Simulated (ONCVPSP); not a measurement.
**What one change does to a pseudopotential (lutetium, ONCV)**

ONCVPSP 4.0.1 input, shortened (lines: element, Z, core and valence counts, functional; n l f; lmax; l rc ep ncon nbas qcut; lloc lpopt rc5 dvloc0; l nproj debl; icmod fcfact rcfact), LDA (Perdew-Wang 92), fully relativistic:

```
  Lu 71.00    9    5  -001012      upf
    1    0    2.00
    2    0    2.00
    2    1    6.00
    3    0    2.00
    3    1    6.00
    3    2   10.00
    4    0    2.00
    4    1    6.00
    4    2   10.00
    4    3   14.00
    5    0    2.00
    5    1    6.00
    5    2    1.00
    6    0    2.00
    3
    0    2.10    0.00    4    7    4.60
    1    2.30    0.00    3    8    5.90
    2    2.40    0.00    3    7    3.40
    3    1.10    0.00    5   10   17.10
    4    4    1.10    3.00
    0    2    1.10
    1    2    3.90
    2    1    2.00
    3    2    2.00
    0    0.00    0.00
```

Open shells are filled in proportion to 2j + 1.

Change: s: qcut 3.7.

Cutoffs: the cutoffs (Ha) at which the residual kinetic energy of the hardest occupied pseudo-wave falls to 1 and 0.1 mHa per electron; they do not see the model core or the augmentation charge, which bear on the density cutoff. Errors are all-electron minus pseudo energies relative to the spin-unpolarised reference configuration.

Problem. Predict the effect on cutoff, ghosts and configuration errors.

Solution. The potential gets neither clearly harder nor softer (124 Ha and 135 Ha → 124 Ha and 135 Ha); the f channel sets the loose cutoff, while the largest relative change is in s, which becomes softer; the errors of the 3 common tests hardly move; neither file shows a bound ghost.

```csv
quantity,base,changed
"cutoff, loose",124 Ha,124 Ha
"cutoff, tight",135 Ha,135 Ha
loose cutoff by channel,"s 7.2 Ha, p 11 Ha, d 27 Ha, f 124 Ha","s 5.4 Ha, p 11 Ha, d 27 Ha, f 124 Ha"
bound ghosts,none,none
GHOST(+) flags under 300 eV,"d5/2 at 249.5 eV, d3/2 at 267.2 eV","s at 96.2 eV, d5/2 at 249.5 eV, d3/2 at 267.2 eV"
tests with a reliable result,3 of 4,3 of 4
"error for 4f14 5s2 5p6 5d1 6s1, meV [ΔE 7.58 eV]",+0.5,+0.4
"error for 4f14 5s2 5p6 5d1 6s0, meV [ΔE 21.14 eV]",-2.4,-2.7
"error for 4f14 5s2 5p6 5d0 6s2, meV [ΔE 5.49 eV]",+10.0,+9.8
s: phases at 2.14 bohr within 0.05 rad from the reference energy up to (Ha; the scan ends near 5),3.3,2.9
p3/2: phases at 2.34 bohr within 0.05 rad from the reference energy up to (Ha; the scan ends near 5),to the end of the scan,to the end of the scan
p1/2: phases at 2.34 bohr within 0.05 rad from the reference energy up to (Ha; the scan ends near 5),to the end of the scan,to the end of the scan
d5/2: phases at 2.44 bohr within 0.05 rad from the reference energy up to (Ha; the scan ends near 5),1.2,1.2
d3/2: phases at 2.44 bohr within 0.05 rad from the reference energy up to (Ha; the scan ends near 5),1.1,1.1
f7/2: phases at 1.12 bohr within 0.05 rad from the reference energy up to (Ha; the scan ends near 5),to the end of the scan,to the end of the scan
f5/2: phases at 1.12 bohr within 0.05 rad from the reference energy up to (Ha; the scan ends near 5),to the end of the scan,to the end of the scan
```
